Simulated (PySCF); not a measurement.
**Question.** Write Cartesian coordinates for `CC(=O)CCBr` as optimised with PBE0-D3(BJ)/def2-SVP.

**Answer.** 
```xyz
13
C4H7BrO angstrom
C     -2.0421   -0.2157   -0.5869
C     -0.7139   -0.4651   -1.2537
O     -0.6188   -1.0618   -2.2995
C      0.5127    0.0726   -0.5407
C      1.7813   -0.2254   -1.3035
Br     3.3413    0.4781   -0.3851
H     -2.8483   -0.6335   -1.2021
H     -2.0606   -0.6779    0.4127
H     -2.2038    0.8641   -0.4424
H      0.3884    1.1584   -0.3881
H      0.5509   -0.3602    0.4739
H      1.9400   -1.3038   -1.4206
H      1.7692    0.2274   -2.3018
```

Any rigid rotation of these coordinates is as good. Atoms count from 1 in this order. Of the pairs four or more bonds apart, O3···H13 is among the closest relative to their van der Waals radii: 2.71 Å, 100 % of the sum of Bondi's values. The 6 heavy atoms lie in one plane (0.004 Å rms).

Bonds between heavy atoms (Å): C1–C2 1.507, C2=O3 1.208, C2–C4 1.517, C4–C5 1.510, C5–Br6 1.942.

Theory: PBE0-D3(BJ)/def2-SVP geometry optimisation, gas phase (PySCF).

Point group: Cs (tolerance 0.08 Å). Not checked by PBE0-D3(BJ)/def2-SVP frequencies. One conformer, not necessarily the lowest (C1–C2–C4–C5 180°, C2–C4–C5–Br6 180°).
